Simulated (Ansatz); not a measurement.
Frontier orbitals of CH5NOSi, SMILES `O=CN[SiH3]`.

The species carries charge 0 and has multiplicity 1. Geometry: relaxed with PBE0-D4/def2-TZVP. It is one conformer, not always the lowest. Basis def2-TZVPP, Ansatz 0.2.0.

Orbital energies of one run (eV). Highest occupied ones, from the top: -6.76, -7.23, -8.93, -8.98, -10.30, -10.90, -11.44, -13.46, -14.78, -16.41, -24.50, -28.46, -98.13, -98.14. Empty: -0.80, -0.39, 0.55, 0.93, 1.15, 1.18.

Question: Which functional gave them?
A. HSE06 (plane-wave form)
B. revPBE
C. LC-ωPBE
D. B97M-V

Answer: D. HOMO energies: B97M-V -6.76, LC-ωPBE -10.66, revPBE -6.20, HSE06 -7.47 eV.

LC-ωPBE has ω = 0.4 bohr⁻¹.
